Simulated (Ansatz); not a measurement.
Geometry optimisation of the cluster Sr6Te6.

```yaml
crystal:
  periodic: [false, false, false]
  atoms:
    - {symbol: Sr, position_ang: [-4.349330, -2.131810, -0.083520]}
    - {symbol: Sr, position_ang: [-0.064950, -4.588470, -0.060210]}
    - {symbol: Sr, position_ang: [4.223990, -2.536620, 0.012030]}
    - {symbol: Sr, position_ang: [4.291780, 2.173930, 0.051360]}
    - {symbol: Sr, position_ang: [0.145100, 4.586530, 0.104820]}
    - {symbol: Sr, position_ang: [-4.274870, 2.493330, 0.032230]}
    - {symbol: Te, position_ang: [-2.781840, 5.055960, 0.156990]}
    - {symbol: Te, position_ang: [6.069320, -0.207930, 0.026850]}
    - {symbol: Te, position_ang: [-3.020540, -4.779260, -0.243210]}
    - {symbol: Te, position_ang: [-6.187010, 0.212050, -0.059500]}
    - {symbol: Te, position_ang: [3.098410, 4.892550, 0.081940]}
    - {symbol: Te, position_ang: [2.849950, -5.170280, -0.019790]}
basis:
  gaussian: {orbitals: def2-SVP}
hamiltonian: {xc: pbe0, dispersion: d4}
scf: {lower_state_search: "off"}
output: {orbitals: {seedname: orbitals}}
relax: {f_tol: 0.03, max_steps: 70}
```

```sh
$ ansatz run in.yaml --threads 6 --pin off --events-out ev --progress --plain --max-ram 7833MiB
```

It prints (some lines left out):

```
Functional definition: PBE0
mean field -48789.87899906 eV, -1792.9949822477 hartree, gradient 3.2e-6 eV, S^2 0.000000; 0 other end points of the search recorded, 0 dependent functions left out
relax step   1: F+E_penalty+E_count = -48790.34916194 eV  Δ(F+E_penalty+E_count) = +0.000e0 eV  max|allowed force component| = 2.855e-1 eV/Å  Δτ_max = 0.0000 Å  (18 SCF iters, accepted)
mean field -48790.27183785 eV, -1793.0094188069 hartree, gradient 1.1e-6 eV, S^2 0.000000; 0 other end points of the search recorded, 0 dependent functions left out
relax step   2: F+E_penalty+E_count = -48790.72804059 eV  Δ(F+E_penalty+E_count) = -3.789e-1 eV  max|allowed force component| = 2.502e-1 eV/Å  Δτ_max = 0.1933 Å  (24 SCF iters, accepted)
mean field -48790.53373314 eV, -1793.0190432811 hartree, gradient 1.1e-6 eV, S^2 0.000000; 0 other end points of the search recorded, 0 dependent functions left out
relax step   3: F+E_penalty+E_count = -48790.98458586 eV  Δ(F+E_penalty+E_count) = -2.565e-1 eV  max|allowed force component| = 1.624e-1 eV/Å  Δτ_max = 0.2000 Å  (22 SCF iters, accepted)
mean field -48790.69390817 eV, -1793.0249296051 hartree, gradient 1.1e-6 eV, S^2 0.000000; 0 other end points of the search recorded, 0 dependent functions left out
relax step   4: F+E_penalty+E_count = -48791.14007248 eV  Δ(F+E_penalty+E_count) = -1.555e-1 eV  max|allowed force component| = 8.851e-2 eV/Å  Δτ_max = 0.2000 Å  (22 SCF iters, accepted)
mean field -48790.75521730 eV, -1793.0271826740 hartree, gradient 1.3e-6 eV, S^2 0.000000; 0 other end points of the search recorded, 0 dependent functions left out
relax step   5: F+E_penalty+E_count = -48791.19751659 eV  Δ(F+E_penalty+E_count) = -5.744e-2 eV  max|allowed force component| = 1.037e-2 eV/Å  Δτ_max = 0.2000 Å  (22 SCF iters, accepted)
Total energy: -48791.19757969 eV, -1793.0434391921 hartree
Atom 0 at    -4.987184    -2.510288    -0.132997 Å, force    -0.006926     0.009520    -0.002059 eV/Å
Atom 1 at    -0.111299    -5.319620    -0.097551 Å, force     0.007939    -0.004822    -0.001680 eV/Å
Atom 2 at     4.873326    -2.951324     0.017481 Å, force    -0.001591     0.002610     0.000853 eV/Å
Atom 3 at     4.963896     2.549826     0.045878 Å, force     0.002929    -0.002958     0.000150 eV/Å
Atom 4 at     0.155862     5.316073     0.121134 Å, force     0.002226     0.004336     0.000946 eV/Å
Atom 5 at    -4.902699     2.913325     0.049255 Å, force    -0.002673    -0.009125     0.001559 eV/Å
Atom 6 at    -2.862326     5.140472     0.179565 Å, force    -0.008352     0.010088    -0.000214 eV/Å
Atom 7 at     6.180389    -0.221633     0.024157 Å, force     0.007146    -0.001666    -0.000951 eV/Å
Atom 8 at    -3.095129    -4.863982    -0.258515 Å, force    -0.008081    -0.010368    -0.000173 eV/Å
Atom 9 at    -6.287973     0.222556    -0.042420 Å, force    -0.005790     0.002055     0.000586 eV/Å
Atom 10 at     3.161722     4.979583     0.063602 Å, force     0.006158     0.004847    -0.001244 eV/Å
Atom 11 at     2.911425    -5.255009     0.030402 Å, force     0.007014    -0.004517     0.002228 eV/Å
Dipole moment:    -0.015078    -0.003537     0.005707 e Å
Checks for a lower state left out: stability, starts, cluster_reference, orbital_swaps, neighbouring_geometries, increment
```

Hardware: 6 threads of Intel Xeon on a shared host. Wall time 2 min, peak host memory 1.8 GiB.

In the def2 sets Sr, Te take a core potential; there is no spin–orbit coupling. The structure comes from a short search, and lower isomers may exist.
